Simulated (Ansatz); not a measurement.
System (SMILES): [GeH3] (GeH3), doublet.
Atoms: Ge1, H2, H3, H4. Bonds: Ge1-H2, Ge1-H3, Ge1-H4.

How fast the highest harmonic wavenumber converges with the basis for several methods (Ansatz, a first-principles code): deviation from each method's own reference, in cm⁻¹. References: B3LYP 2114 cm⁻¹, the value in pcseg-3; HF 2216 cm⁻¹, the value in pcseg-3; PBE 2071 cm⁻¹, the value in pcseg-3. Cartesian d functions, on some or all atoms, in 3-21G, 6-31G*, 6-31G**; all else is spherical. Open shells are unrestricted. No added dispersion term, no relativity. Each level at its own minimum, unscaled; the references are large sets that could be run, not limits.

```tsv
basis	functions	B3LYP	HF	PBE
3-21G	29	-65	-69	[?]
6-31G*	41	-18	3	[?]
cc-pVDZ	42	-16	4	[?]
def2-SVP	47	-2	19	[?]
6-31G**	50	3	21	[?]
6-311G**	62	0	6	[?]
def2-SVPD	62	1	15	[?]
def2-TZVPD	81	2	5	[?]
pcseg-2	85	1	-1	[?]
def2-TZVPP	90	-5	-4	[?]
aug-pcseg-2	128	1	-2	[?]
def2-QZVP	165	1	1	[?]
```

Question: Fill in the missing entries.

Answer: 
- 3-21G, PBE: -66
- 6-31G*, PBE: -14
- cc-pVDZ, PBE: -8
- def2-SVP, PBE: 4
- 6-31G**, PBE: 6
- 6-311G**, PBE: 4
- def2-SVPD, PBE: 7
- def2-TZVPD, PBE: 5
- pcseg-2, PBE: 2
- def2-TZVPP, PBE: -3
- aug-pcseg-2, PBE: 1
- def2-QZVP, PBE: 1

Mean absolute deviation over 6-311G**, def2-TZVPD, pcseg-2, def2-TZVPP, aug-pcseg-2: B3LYP 2, PBE 3, HF 3 cm⁻¹.
